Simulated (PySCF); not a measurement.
C4H6F2, SMILES C[C@@H](F)/C=C\F.

Geometry: r2SCAN-D4/def2-SVP. The structure was generated by enumeration; whether it is a known compound was not checked. Other conformers were not sampled.

Two levels are set side by side: PBE/def2-TZVP (PySCF) and HF/def2-TZVP (PySCF). Same geometry, gas phase. Differences are taken from unrounded values.

```
quantity                         HF
---------------------------  ------
orbital gap (eV)              13.96
highest occupied level (eV)  -10.30
lowest empty level (eV)        3.66
dipole moment (D)              3.11
mean polarisability (bohr³)    47.4
```

**Question.** What does PBE give, and how far is it from HF? (An estimate is asked for; the answer gives what the named calculation found.)

**Answer.** 
| quantity | PBE | PBE minus HF |
|---|---|---|
| orbital gap (eV) | 5.23 | -8.73 |
| highest occupied level (eV) | -6.33 | 3.97 |
| lowest empty level (eV) | -1.10 | -4.76 |
| dipole moment (D) | 2.50 | -0.61 |
| mean polarisability (bohr³) | 51.4 | 4.0 |

Without exact exchange PBE keeps part of each electron's self-repulsion, which lifts occupied levels and narrows the gap. PBE's more diffuse valence density responds more strongly to a field. Differences between two approximate levels are no errors against the true value.

Rough cost on one machine, each run with all the roots and properties that it gave: HF against PBE about 1/3.
